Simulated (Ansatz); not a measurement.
Geometry optimisation, RHF/def2-SVP (Ansatz).

input.yaml

```yaml
crystal:
  periodic: [false, false, false]
  atoms:
    - { symbol: Hf, position_ang: [0.0, 0.0, 0.0] }
    - { symbol: Cl, position_ang: [0.0, 0.0, 2.87] }
    - { symbol: Cl, position_ang: [2.3764, 0.0, -0.8392] }
    - { symbol: O, position_ang: [-0.975, 1.6891, -0.6893] }
    - { symbol: H, position_ang: [-1.9328, 1.4584, -0.9117] }
    - { symbol: F, position_ang: [-0.9326, -1.6157, -0.6593] }
    - { symbol: F, position_ang: [1.1957, 1.8033, 0.7189] }
    - { symbol: H, position_ang: [0.8728, 1.3162, 1.9315] }
basis:
  gaussian: { orbitals: def2-SVP }
hamiltonian:
  xc: hf
relax:
  f_tol: 0.15
  max_steps: 25
  restrain:
    - { distance: [0, 6], at: 1.98, k: 30.0 }
    - { distance: [7, 1], at: 1.37, k: 30.0 }
    - { distance: [0, 1], at: 3.72, k: 30.0 }
    - { distance: [7, 6], at: 2.12, k: 30.0 }
```

Launched with:

```bash
$ ansatz run input.yaml --threads 2 --pin off --max-ram 3072MiB --backend cpu --events-out ev --progress --plain --runs-dir out
```

**Question.** Where does it end, and by what steps?

**Answer.** The forces met the threshold. The restraints hold the end off the free minimum; the threshold counts their pulls, which the force column leaves out. Restrained pairs: Hf1–F7 (2.28 → 1.96 Å), Cl2–H8 (1.84 → 1.32 Å), Hf1–Cl2 (2.87 → 3.72 Å), F7–H8 (1.35 → 2.12 Å). After 15 steps the energy has fallen by 3.673 eV (the restraints' own energy left out); Cl3 moved furthest, 1.59 Å.

```
step  energy less start (eV)  largest force component (eV/Å)  accepted
   0                  0.0000                           4.821       yes
   1                 -0.1039                           3.214       yes
   2                 -0.6357                           2.736       yes
   3                 -1.4013                           1.303       yes
   4                 -2.1430                           1.730       yes
   5                 -2.6841                           1.322       yes
   6                 -3.0506                           1.479       yes
   7                 -3.3062                           1.309       yes
   8                 -3.4500                           1.221       yes
   9                 -3.5277                           1.089       yes
  10                 -3.5851                           1.093       yes
  11                 -3.5944                           1.516       yes
  12                 -3.6450                           1.313       yes
  13                 -3.6371                           1.711       yes
  14                 -3.6602                           1.447       yes
  15                 -3.6726                           1.340       yes
```

```xyz
8
Properties=species:S:1:pos:R:3
Hf 0.462 0.242 -0.404
Cl -0.740 0.653 3.092
Cl 1.850 0.134 -2.338
O -1.096 1.244 -0.837
H -1.883 1.719 -1.036
F 0.021 -1.558 0.068
F 1.512 1.099 1.011
H 0.477 1.119 2.864
```

Time of the run: 39 s on 2 threads of Arm Neoverse V1 (shared host), peak memory 0.28 GiB.
